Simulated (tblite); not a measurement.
Input of a run (GFN2-xTB geometry optimisation, gas phase (tblite 0.8.0)), started from a force field or distance geometry:
```
{"job": {"kind": "relax", "xc": "GFN2-xTB", "basis": "xTB"}, "charge": 0, "multiplicity": 2}
C     -0.737900     0.063400     2.082300
C     -0.083100    -0.518700     1.088700
C      0.023700     0.090200    -0.238600
C     -0.632700     1.404700    -0.561100
C      0.691000    -0.524400    -1.200600
C      1.231000    -0.695800    -2.541400
C      1.488500    -1.648700    -1.648400
H     -0.784000    -0.423900     3.070600
H     -1.249200     1.012300     1.968400
H      0.402100    -1.482700     1.303600
H     -0.766500     1.560200    -1.633300
H      0.000800     2.256500    -0.202900
H     -1.590300     1.516400     0.027100
H      2.005900    -2.610000    -1.536600
```

Output (eV, eV/Å):
```
step      E/eV     max force
  0    -497.90854    2.286
  1    -498.07691    1.206
  2    -498.15656    0.882
  3    -498.20371    1.009
  4    -498.22815    0.541
  5    -498.24662    0.388
  6    -498.25955    0.407
  7    -498.26911    0.267
  8    -498.27509    0.209
  9    -498.27884    0.197
 10    -498.28249    0.167
 11    -498.28474    0.099
 12    -498.28635    0.124
 13    -498.28763    0.122
 14    -498.28898    0.125
 15    -498.29065    0.125
 16    -498.29305    0.135
 17    -498.29636    0.181
 18    -498.29995    0.169
 19    -498.30359    0.164
 20    -498.30795    0.200
 21    -498.31339    0.226
 22    -498.32134    0.276
 23    -498.33056    0.256
 24    -498.33901    0.195
 25    -498.34476    0.167
 26    -498.34935    0.216
 27    -498.35456    0.194
 28    -498.35865    0.300
 29    -498.36147    0.203
 30    -498.36482    0.140
 31    -498.36899    0.157
 32    -498.37332    0.163
 33    -498.37803    0.118
 34    -498.38034    0.097
 35    -498.38162    0.084
 36    -498.38289    0.091
 37    -498.38414    0.085
 38    -498.38528    0.074
 39    -498.38633    0.088
 40    -498.38745    0.096
 41    -498.38861    0.104
 42    -498.38950    0.083
 43    -498.39000    0.048
 44    -498.39029    0.040
 45    -498.39059    0.048
 46    -498.39088    0.051
 47    -498.39111    0.036
 48    -498.39130    0.037
 49    -498.39151    0.049
 50    -498.39175    0.053
 51    -498.39199    0.058
 52    -498.39221    0.045
 53    -498.39245    0.054
 54    -498.39279    0.053
 55    -498.39318    0.069
 56    -498.39347    0.054
 57    -498.39363    0.037
 58    -498.39376    0.035
 59    -498.39396    0.053
 60    -498.39420    0.052
 61    -498.39439    0.029
 62    -498.39449    0.023
 63    -498.39454    0.022
 64    -498.39460    0.025
 65    -498.39468    0.024
 66    -498.39475    0.022
 67    -498.39481    0.024
 68    -498.39488    0.024
 69    -498.39496    0.024
 70    -498.39505    0.021
 71    -498.39511    0.020
 72    -498.39517    0.018
 73    -498.39524    0.025
 74    -498.39536    0.027
 75    -498.39552    0.032
 76    -498.39571    0.032
 77    -498.39587    0.030
 78    -498.39600    0.029
 79    -498.39609    0.024
 80    -498.39615    0.017
 81    -498.39618    0.014
 82    -498.39621    0.015
 83    -498.39626    0.021
 84    -498.39632    0.022
 85    -498.39641    0.022
 86    -498.39652    0.028
 87    -498.39663    0.025
 88    -498.39677    0.025
 89    -498.39688    0.018
 90    -498.39692    0.008
```

Summarise the run.

The energy falls by 0.488 eV over 90 L-BFGS steps, the largest force on an atom goes from 2.29 to 0.008 eV/Å, and the atoms move by 0.271 Å rms after alignment. The bond that changes most is C5–C7 (ends: carbon bonded to 3 C; carbon bonded to 2 C and H), which shortens by 0.063 Å. Bonds longer at the end by more than 0.005 Å: 3 of 14; shorter: 10. Among the angles that change most is C5–C7–H14, from 155.2° to 142.9°. Among the dihedrals that turn most is C2–C3–C5–C6, from 179° to 149°. The energy never rose by more than 1e-5 eV on the way. The first step brought 34 % of the lowering.

What are the final bond lengths?

C1=C2 1.345 Å, C2–C3 1.424 Å, C3–C4 1.497 Å, C3=C5 1.374 Å, C5–C6 1.452 Å, C6=C7 1.383 Å, C5–C7 1.387 Å, C1–H8 1.076 Å, C1–H9 1.076 Å, C2–H10 1.084 Å, C4–H11 1.086 Å, C4–H12 1.090 Å, C4–H13 1.090 Å, C7–H14 1.065 Å. Numbering counts from 1 in the input's order; the species is `C=C/C(C)=C1[C]=C/1` [radical].

Time: 0.49 s of wall time. Hardware: one thread of an Arm Neoverse V1, on a shared host.

Its GFN2-xTB frequencies are all real (lowest 109 cm⁻¹).

One conformer stands for the species.

The numbers are calculated, not measured.
